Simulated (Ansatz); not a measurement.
Cost and result up the ladder for Li6Al2 (8 atoms). Total charge 0; singlet. Geometry: PBE-D4/def2-SVP.

Cartesian coordinates in Å:
```
Al 0.079 -2.031 0.638
Al 1.126 0.212 -0.073
Li -1.018 0.692 1.544
Li 0.029 2.546 -0.921
Li -3.170 2.302 -0.676
Li 1.970 -2.173 -1.132
Li 2.229 -1.335 1.926
Li -1.245 -0.212 -1.306
```

Ansatz on 4 threads of Intel Xeon 6975P-C on a shared host. Times are rough, and most runs start from the orbitals of an earlier one. No level here is sound enough to serve as a yardstick. Binding counts from free atoms at the same level (Al doublet, Li doublet; other spins of the atoms weren't run), without zero-point energy or a counterpoise term.

Correlated methods freeze 10 core orbitals; core or outer-core shells of Li are correlated, in sets that lack core-valence functions. Another isomer (singlet) lies 0.10 eV lower at r2SCAN-D4/def2-TZVP; other spin states weren't run for this one.

Correlated methods converge slowly with the basis.

```csv
level,functions,wall time,binding energy per atom (eV),remarks
revPBE-D4/def2-TZVP,158,0.9 s,1.26,restricted SCF unstable in HF
PBE-D4/def2-TZVP (with forces),158,1.1 s,1.32,restricted SCF unstable in HF
PBE0-D4/def2-TZVP,158,1.2 s,1.28,restricted SCF unstable in HF
r2SCAN-D4/def2-TZVP,158,1.6 s,1.30,restricted SCF unstable in HF
B97M-V/def2-TZVP,158,2.8 s,1.34,restricted SCF unstable in HF
CCSD(T)/def2-TZVPP,198,15 s,1.27,restricted SCF unstable
```
